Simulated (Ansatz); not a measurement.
Geometry optimisation, RKS PBE-D4/def2-SVP (Ansatz).

Input file:

```yaml
crystal:
  periodic: [false, false, false]
  atoms:
    - { symbol: F, position_ang: [-1.2307, 2.3068, 0.5863] }
    - { symbol: C, position_ang: [-0.5959, 1.3873, -0.0698] }
    - { symbol: C, position_ang: [-0.3596, 0.2277, 0.5089] }
    - { symbol: Si, position_ang: [-0.99889, -0.27958, 2.18756] }
    - { symbol: H, position_ang: [-0.3183, 1.703, -1.0836] }
    - { symbol: H, position_ang: [0.14283, -0.55285, -0.04946] }
    - { symbol: H, position_ang: [-1.85805, -1.44601, 2.11067] }
    - { symbol: H, position_ang: [0.21008, -0.61751, 3.00651] }
    - { symbol: H, position_ang: [-1.64648, 0.84053, 2.7847] }
basis:
  gaussian: { orbitals: def2-SVP }
hamiltonian:
  xc: pbe
  dispersion: d4
relax:
  f_tol: 0.015
  max_steps: 40
```

Launched with:

```bash
$ ansatz run input.yaml --threads 1 --pin off --max-ram 2048MiB --backend cpu --events-out ev --progress --plain --runs-dir out
```

Task: Where does it end, and by what steps?

Result: The forces met the threshold. After 6 steps the energy has fallen by 0.244 eV; F1 moved furthest, 0.13 Å.

```tsv
step	energy less start (eV)	largest force component (eV/Å)	accepted
0	0.0000	2.174	yes
1	-0.2103	0.731	yes
2	-0.2282	0.375	yes
3	-0.2327	0.360	yes
4	-0.2425	0.094	yes
5	-0.2433	0.035	yes
6	-0.2435	0.011	yes
```

```xyz
9
Properties=species:S:1:pos:R:3
F -1.257 2.410 0.505
C -0.601 1.399 -0.090
C -0.397 0.209 0.497
Si -0.962 -0.284 2.216
H -0.263 1.679 -1.104
H 0.158 -0.522 -0.116
H -1.864 -1.488 2.131
H 0.229 -0.670 3.054
H -1.697 0.838 2.889
```

Whether the end is a true minimum wasn't checked by a vibrational analysis.

Run time: 15 s on 1 thread of Intel(R) Xeon(R) Processor @ 2.70GHz, on a shared host, peak memory 0.13 GiB.
